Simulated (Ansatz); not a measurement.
A structure drawn as `O[SiH]1N[As]1O`, with this starting geometry:

```xyz
9

O     1.7854   -0.0023    0.1463
Si    0.4289    0.7349   -0.4508
N    -0.7520    0.9263    0.8657
As   -1.5409   -0.4351   -0.2696
O    -0.6722   -1.7452    0.8084
H     2.0424   -0.7514   -0.5436
H     0.5501    1.9718   -1.2806
H    -1.3205    1.8166    0.5702
H    -0.5211   -2.5155    0.1540
```

Charge 0, multiplicity 1.

Question: Does it keep its bonds when Ansatz relaxes it at PBE-D4/def2-SVP and then PBE0-D4/def2-TZVP?

Answer: Yes, every drawn bond is still there and no new one forms.

Question: Give the relaxed structure. (Best estimate.)

Answer: Ansatz gave: 
Z-matrix (Å, degrees):
```
Si
N 1 1.683
As 1 2.306 2 53.9
O 1 1.633 2 122.1 3 -101.6
H 1 1.473 2 118.8 3 121.2
H 2 1.006 1 145.4 3 150.4
O 3 1.834 1 90.6 2 -104.7
H 4 0.965 1 112.6 2 50.0
H 7 0.961 3 109.9 1 152.0
```
All modes are real.

Atoms count as bonded under 1.1 times the sum of their covalent radii (H–H under 0.85 Å, pairs among N, O and F under 1.55 Å), and a drawn bond as lost past 1.3 times.
